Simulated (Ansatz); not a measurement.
Steps of a relaxation of C3H7NTe (`C[Te]C(C)=N`) with RKS PBE-D4/def2-SVP.

```sh
$ ansatz run in.yaml --threads 4 --pin off --events-out ev --progress --plain --max-ram 10444MiB
```

```yaml
crystal:
  periodic: [false, false, false]
  atoms:
    - {symbol: C, position_ang: [-1.969400, 0.379200, 0.433100]}
    - {symbol: Te, position_ang: [-0.365200, 0.202900, 1.761100]}
    - {symbol: C, position_ang: [0.942600, 0.149700, 0.096600]}
    - {symbol: C, position_ang: [1.372100, -1.144600, -0.549400]}
    - {symbol: N, position_ang: [1.503200, 1.225100, -0.348000]}
    - {symbol: H, position_ang: [-2.959300, 0.503600, 1.003400]}
    - {symbol: H, position_ang: [-2.035600, -0.449900, -0.253900]}
    - {symbol: H, position_ang: [-1.852000, 1.366900, -0.183700]}
    - {symbol: H, position_ang: [0.760400, -1.966100, -0.000800]}
    - {symbol: H, position_ang: [2.391700, -1.346500, -0.457500]}
    - {symbol: H, position_ang: [0.982500, -1.122700, -1.591600]}
    - {symbol: H, position_ang: [1.306000, 2.147300, 0.124700]}
basis:
  gaussian: {orbitals: def2-SVP}
hamiltonian: {xc: pbe, dispersion: d4}
relax: {f_tol: 0.03, max_steps: 200}
```

Positions (Å) and forces (eV/Å) along the path, 12 of 36 steps:

```xyz
12
step=1 energy=-11997.3511 eV
C    -1.969    0.379    0.433   -1.944    2.737   -0.575
Te   -0.365    0.203    1.761    0.023   -0.319    1.695
C     0.943    0.150    0.097    2.210    1.993   -0.908
C     1.372   -1.145   -0.549   -4.618   -0.991    0.881
N     1.503    1.225   -0.348   -0.131   -0.093    0.072
H    -2.959    0.504    1.003    1.056   -0.317   -0.506
H    -2.036   -0.450   -0.254   -0.097   -0.805   -0.498
H    -1.852    1.367   -0.184   -0.113   -1.441    0.811
H     0.760   -1.966   -0.001    1.023    0.668   -0.864
H     2.392   -1.347   -0.458    2.383   -0.269   -0.015
H     0.983   -1.123   -1.592    0.498   -0.133   -0.025
H     1.306    2.147    0.125   -0.291   -1.031   -0.069
12
step=2 energy=-11997.8090 eV
C    -2.048    0.412    0.415   -0.317    0.702   -0.292
Te   -0.390    0.191    1.813   -0.016    0.098    0.288
C     1.115    0.187    0.177   -0.069    0.633   -1.314
C     1.349   -1.152   -0.527   -1.015   -0.219    0.846
N     1.598    1.246   -0.363   -0.174   -0.386    0.538
H    -3.000    0.496    0.997    0.399   -0.083   -0.073
H    -2.104   -0.463   -0.248   -0.007   -0.201   -0.079
H    -1.934    1.344   -0.206    0.047   -0.467    0.386
H     0.798   -1.991   -0.017    0.356    0.441   -0.200
H     2.415   -1.390   -0.530    0.523   -0.091   -0.199
H     0.953   -1.082   -1.561    0.243    0.050   -0.010
H     1.325    2.146    0.085    0.031   -0.477    0.109
12
step=3 energy=-11997.8556 eV
C    -2.077    0.428    0.418   -0.222   -0.205    0.206
Te   -0.415    0.214    1.826    0.133    0.080   -0.549
C     1.020    0.202    0.083    1.160    0.444   -0.377
C     1.350   -1.162   -0.541   -0.194    0.304    0.042
N     1.639    1.244   -0.353   -0.902   -0.785    0.279
H    -2.971    0.526    1.066   -0.050    0.011   -0.146
H    -2.178   -0.474   -0.220    0.068    0.084    0.118
H    -1.959    1.333   -0.200    0.088    0.077    0.018
H     0.787   -1.993   -0.080   -0.013    0.048    0.050
H     2.445   -1.371   -0.437   -0.317    0.137   -0.082
H     1.096   -1.127   -1.631    0.184    0.000    0.286
H     1.340    2.126    0.102    0.063   -0.195    0.154
12
step=6 energy=-11997.9195 eV
C    -2.071    0.422    0.420   -0.009    0.003    0.017
Te   -0.384    0.236    1.793    0.020    0.008   -0.010
C     1.057    0.199    0.076   -0.030   -0.002    0.020
C     1.333   -1.155   -0.538   -0.004    0.030    0.012
N     1.607    1.251   -0.371   -0.007    0.083    0.008
H    -2.980    0.515    1.042   -0.001    0.003   -0.009
H    -2.142   -0.481   -0.212   -0.002   -0.016   -0.012
H    -1.941    1.328   -0.198   -0.006   -0.009    0.003
H     0.763   -1.967   -0.056    0.001   -0.014    0.014
H     2.418   -1.371   -0.454    0.000   -0.035    0.002
H     1.091   -1.129   -1.620    0.008    0.021   -0.019
H     1.326    2.097    0.154    0.030   -0.071   -0.025
12
step=7 energy=-11997.9205 eV
C    -2.068    0.417    0.420    0.000    0.009    0.019
Te   -0.379    0.249    1.794    0.023    0.007   -0.004
C     1.059    0.203    0.075   -0.024   -0.004    0.019
C     1.326   -1.152   -0.537   -0.017    0.042   -0.002
N     1.612    1.252   -0.375    0.001    0.075    0.001
H    -2.978    0.494    1.042   -0.017    0.004    0.000
H    -2.126   -0.483   -0.216   -0.002   -0.031   -0.018
H    -1.950    1.328   -0.193   -0.005   -0.001   -0.003
H     0.741   -1.958   -0.063   -0.013   -0.031    0.023
H     2.407   -1.383   -0.441    0.017   -0.030    0.010
H     1.097   -1.122   -1.622    0.010    0.020   -0.026
H     1.336    2.100    0.149    0.026   -0.060   -0.018
12
step=9 energy=-11997.9206 eV rejected
C    -2.068    0.364    0.437    0.063   -0.108   -0.089
Te   -0.348    0.328    1.792   -0.056    0.049   -0.069
C     1.076    0.246    0.057   -0.170   -0.004    0.327
C     1.277   -1.115   -0.553    0.322   -0.447   -0.110
N     1.683    1.269   -0.369    0.211   -0.118   -0.423
H    -2.976    0.449    1.064    0.008   -0.003    0.006
H    -2.103   -0.578   -0.148   -0.004    0.097    0.078
H    -1.988    1.238   -0.236   -0.002   -0.037    0.058
H     0.565   -1.880   -0.168    0.149    0.267   -0.134
H     2.321   -1.474   -0.308   -0.553    0.198   -0.188
H     1.189   -1.033   -1.666    0.118   -0.088    0.297
H     1.451    2.132    0.132   -0.086    0.196    0.247
12
step=13 energy=-11997.9127 eV rejected
C    -2.034    0.285    0.454   -0.116    0.061    0.130
Te   -0.307    0.475    1.787   -0.083   -0.011   -0.476
C     1.041    0.318    0.006    0.865    0.176    0.399
C     1.193   -1.068   -0.576    0.075   -0.434   -0.191
N     1.800    1.278   -0.365   -0.635   -0.220   -0.133
H    -2.930    0.336    1.101   -0.038   -0.017   -0.066
H    -2.013   -0.687   -0.076    0.046    0.035    0.049
H    -2.041    1.128   -0.265    0.027   -0.097    0.094
H     0.311   -1.730   -0.351    0.491    0.349   -0.197
H     2.117   -1.556   -0.128   -0.679    0.328   -0.259
H     1.360   -0.989   -1.690   -0.090   -0.102    0.581
H     1.580    2.154    0.138    0.136   -0.069    0.069
12
step=16 energy=-11997.9929 eV
C    -2.051    0.233    0.459    0.006    0.002   -0.029
Te   -0.311    0.579    1.733   -0.030    0.002   -0.048
C     1.105    0.345    0.039    0.330    0.261   -0.165
C     1.159   -1.031   -0.581    0.005   -0.080    0.028
N     1.875    1.279   -0.367   -0.251   -0.225    0.156
H    -2.944    0.274    1.110    0.000   -0.011    0.011
H    -1.985   -0.763   -0.018    0.007    0.026    0.035
H    -2.108    1.030   -0.306    0.003   -0.042    0.038
H     0.229   -1.616   -0.416    0.132    0.092   -0.058
H     1.998   -1.600   -0.111   -0.194    0.085   -0.070
H     1.372   -0.945   -1.670    0.001   -0.020    0.131
H     1.740    2.160    0.160   -0.009   -0.090   -0.028
12
step=20 energy=-11998.0529 eV rejected
C    -2.082    0.059    0.548   -0.017   -0.181   -0.162
Te   -0.315    0.863    1.552   -0.059    0.074   -0.041
C     1.172    0.462   -0.034    0.172    0.027    0.094
C     1.073   -0.896   -0.671    0.046   -0.395   -0.186
N     2.134    1.258   -0.296   -0.250   -0.212   -0.086
H    -2.944    0.275    1.215    0.106   -0.008   -0.098
H    -1.989   -1.044    0.413   -0.021    0.311    0.030
H    -2.219    0.575   -0.429    0.012   -0.141    0.249
H     0.028   -1.150   -0.999    0.442    0.151    0.147
H     1.389   -1.681    0.073   -0.178    0.342   -0.357
H     1.764   -0.928   -1.554   -0.262   -0.042    0.316
H     2.067    2.150    0.216    0.009    0.074    0.093
12
step=25 energy=-11998.0891 eV
C    -2.046    0.005    0.558   -0.029   -0.028   -0.015
Te   -0.345    1.005    1.479    0.024    0.018   -0.046
C     1.176    0.488   -0.034    0.100   -0.002    0.102
C     1.018   -0.855   -0.688   -0.037   -0.064   -0.006
N     2.185    1.229   -0.267   -0.049    0.022   -0.007
H    -2.915    0.222    1.208   -0.006   -0.016   -0.021
H    -1.880   -1.088    0.515   -0.003    0.044    0.011
H    -2.223    0.424   -0.450    0.002   -0.030    0.041
H     0.002   -0.987   -1.115    0.076    0.001    0.003
H     1.167   -1.663    0.064   -0.038    0.085   -0.091
H     1.777   -0.958   -1.492   -0.049   -0.001    0.048
H     2.161    2.122    0.255    0.009   -0.028   -0.019
12
step=33 energy=-11998.1194 eV
C    -2.001   -0.114    0.632    0.005    0.004    0.001
Te   -0.472    1.351    1.140    0.000    0.001   -0.006
C     1.189    0.551   -0.054    0.028    0.026    0.030
C     0.914   -0.735   -0.780   -0.024   -0.015   -0.005
N     2.326    1.122   -0.123   -0.003   -0.005   -0.010
H    -2.897    0.155    1.223   -0.001    0.000   -0.014
H    -1.665   -1.127    0.917   -0.003    0.004   -0.010
H    -2.237   -0.062   -0.447    0.000   -0.009    0.025
H     0.066   -0.624   -1.486    0.006   -0.004   -0.002
H     0.644   -1.543   -0.068    0.005    0.001   -0.010
H     1.823   -1.028   -1.340   -0.004   -0.003   -0.001
H     2.387    1.999    0.421   -0.010    0.000    0.003
12
step=36 energy=-11998.1198 eV
C    -1.993   -0.124    0.645   -0.004   -0.022   -0.002
Te   -0.481    1.371    1.113   -0.004    0.009    0.008
C     1.189    0.553   -0.054   -0.001   -0.004   -0.005
C     0.905   -0.724   -0.794   -0.001   -0.012   -0.010
N     2.331    1.114   -0.110    0.007    0.003    0.001
H    -2.905    0.171    1.199    0.004    0.002   -0.006
H    -1.662   -1.121    0.987   -0.002    0.012   -0.001
H    -2.204   -0.128   -0.439   -0.001    0.004    0.009
H     0.077   -0.591   -1.520    0.003    0.002    0.004
H     0.604   -1.533   -0.097    0.001    0.005    0.002
H     1.821   -1.030   -1.337   -0.001    0.002    0.000
H     2.395    1.985    0.442   -0.003   -0.003    0.000
```

It took 4.3 min on 4 threads of an AMD EPYC on a shared host, with 0.18 GiB of host memory at the peak.
